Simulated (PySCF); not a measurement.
**VOCl3: from structure and modes to constants**

Method: B3LYP/[V def2-SVP, O def2-SVP, Cl def2-SVP], no relativity, density fitting, PySCF.

The singlet minimum has C3v symmetry. Masses (u): V 50.94396, O 15.99492, Cl 34.96885.

```xyz
5
charge 0 multiplicity 1, angstrom
V     0.0000   -0.2127   -0.1504
O     0.0000   -1.4713   -1.0406
Cl    1.7674   -0.2617    1.0647
Cl   -1.7674   -0.2617    1.0647
Cl    0.0000    1.5060   -1.4344
```

Harmonic wavenumbers (cm⁻¹): 129.8 (e, ×2), 168.7 (a1, ×1), 265.9 (e, ×2), 403.9 (a1, ×1), 504.6 (e, ×2), 1163.8 (a1, ×1).

Question: What is the harmonic zero-point energy?

Answer: Half the sum of all 9 wavenumbers, 3537/2 = 1769 cm⁻¹, which is 21.2 kJ/mol (1 cm⁻¹ = 0.0119627 kJ/mol).

Question: Find the vibrational entropy and heat capacity at 298.15 K.

Answer: With u = 1.43878 ω/T, each mode gives S = R[u/(eᵘ−1) − ln(1−e⁻ᵘ)] and C = R u² eᵘ/(eᵘ−1)².
```json
{"ω (cm⁻¹)": "129.8 (×2)", "u": "0.627", "S (J/(mol K))": "12.34", "C (J/(mol K))": "8.05"}
{"ω (cm⁻¹)": "168.7", "u": "0.814", "S (J/(mol K))": "10.25", "C (J/(mol K))": "7.87"}
{"ω (cm⁻¹)": "265.9 (×2)", "u": "1.283", "S (J/(mol K))": "6.79", "C (J/(mol K))": "7.26"}
{"ω (cm⁻¹)": "403.9", "u": "1.949", "S (J/(mol K))": "3.97", "C (J/(mol K))": "6.12"}
{"ω (cm⁻¹)": "504.6 (×2)", "u": "2.435", "S (J/(mol K))": "2.71", "C (J/(mol K))": "5.19"}
{"ω (cm⁻¹)": "1163.8", "u": "5.616", "S (J/(mol K))": "0.20", "C (J/(mol K))": "0.96"}
```
The sums over all modes are S = 58.1 and C = 55.9 J/(mol K); the softest mode gives 21 % of the entropy (each member, where degenerate).

Question: Give the standard entropy (298.15 K, 1 bar) by its translational, rotational, vibrational and spin parts, and Cp.

Answer: Sackur–Tetrode with M = 171.85 u gives 173.0; rotation with symmetry number 3 gives 111.8; vibration 58.1; spin R ln 1 = 0.0. The total is 343.0 J/(mol K), and Cp = 4 R + 55.9 = 89.2 J/(mol K).

Stability towards spin polarisation was not tested. Only a few start shapes were tried, so a lower isomer may exist.
